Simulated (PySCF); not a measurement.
Structure problem from calculated spectra and properties.

Formula: C2H6Cl2Si.

* XPS: Si2p3/2 108.2, Cl2p3/2 205.9 (×2), C1s 290.8 (×2), Si1s 1848.2, Cl1s 2828.5 (×2) eV [ΔSCF SCAN, pcX-2 on the ionised atom, pcseg-1 elsewhere, spin-free X2C, 2p3/2 from a spin–orbit splitting computed afterwards within the 2p shell]
* 1H NMR: chemical shifts (computed TMS as zero) by class: 0.62 (6 H) ppm [GIAO PBE0/pcSseg-1]
* Triplet: lowest triplet excitation (Tamm–Dancoff): 7.41 eV [TDA PBE0/def2-SVPD]
* NMR, other nuclei: isotropic shieldings of nuclei other than C and H, by class: 299 (1 Si), 865 (2 Cl) ppm [GIAO PBE0/pcSseg-1]
* UV, first state: lowest singlet excitation: 7.76 eV (160 nm, f = 0.067) [TDDFT PBE0/def2-SVPD]
* Rotational structure: rotational constants A, B, C: 2.556, 1.801, 1.601 GHz [PBE0-D3(BJ)/def2-SVP]
* Valence photoelectron: vertical ionisation energy: 10.60 eV [ΔSCF PBE0/def2-SVPD]
* Dipole: 2.59 D [PBE0/def2-SVPD]
* Polarisability: 77.0 au [PBE0/def2-SVPD]
* 13C NMR: chemical shifts (computed TMS as zero) by class: 7.9 (2 C) ppm [GIAO PBE0/pcSseg-1]

The electronic properties come from PySCF, for the isolated species, density fitting. Levels stand in brackets. Geometry: PBE0-D3(BJ)/def2-SVP; no solvent, vibrations or thermal averaging. Each NMR value is the plain mean over a class of atoms that symmetry, rotation or inversion makes alike.

**Question.** What is the compound? Reason from the data.

**Answer.** 2 carbons fall into 1 class: carbon bonded to Si and 3 H (7.9 ppm, 2 C). All hydrogens form one class (0.62 ppm): hydrogen on carbon. The other shieldings belong to: 299 ppm, silicon bonded to 2 C and 2 Cl; 865 ppm, chlorine bonded to Si. The core levels belong to: Si2p3/2 108.2 eV, silicon bonded to 2 C and 2 Cl; Cl2p3/2 205.9 eV, chlorine bonded to Si; C1s 290.8 eV, carbon bonded to Si and 3 H; Si1s 1848.2 eV, silicon bonded to 2 C and 2 Cl; Cl1s 2828.5 eV, chlorine bonded to Si. By its constants the optimised geometry is an asymmetric top. Structure: `C[Si](C)(Cl)Cl` (SiCl2Me2). The assignments are read from this structure; whether some other isomer fits the data as well wasn't checked.
